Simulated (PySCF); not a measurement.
# Molecular orbitals of NaSr⁻

M06-2X at R = 4.174 Å; basis Na def2-SVPD, Sr def2-SVPD with ECP28; scalar-relativistic core potentials; PySCF 2.14. State: ¹Σ⁺ (singlet), closed shell. Only the outer orbitals are listed, counted within each symmetry, core potentials removing the inner ones.

```csv
orbital,occ.,ε (eV),on Na (%),main shells (%)
1π,2,-30.48,100,100 Na p
1π,2,-30.48,100,100 Na p
4σ,2,-30.47,100,100 Na p
2π,2,-23.11,0,100 Sr p
2π,2,-23.11,0,100 Sr p
5σ,2,-23.04,0,100 Sr p
6σ,2,-1.59,18,"83 Sr s, 16 Na s"
7σ,2,-0.08,53,"48 Na s, 37 Sr p"
3π,0,2.13,5,95 Sr p
3π,0,2.13,5,95 Sr p
8σ,0,2.43,42,"54 Sr p, 28 Na p, 14 Na s"
```

**Question.** Which are the highest filled and the lowest empty level, where do they sit, and how wide is the gap?

**Answer.** Highest filled 7σ at -0.08 eV (in %: 48 Na s, 37 Sr p); lowest empty 3π at 2.13 eV (in %: 95 Sr p); the gap at M06-2X is 2.21 eV. An empty level above zero is unbound, and its energy depends on the basis.

```
bond order (Mayer)                                                                                                 : 1.18
⟨S²⟩                                                                                                               : 0.000
charge on Na (Mulliken, basis-dependent)                                                                           : -0.43
charge on Na (Löwdin, basis-dependent)                                                                             : -0.46
dipole moment (positive dipole points towards Sr; it is taken about the centre of mass and depends on that origin) : 5.84 D
```

Closed-shell solutions of metal pairs were not tested for spin polarisation, which can lower them a little.
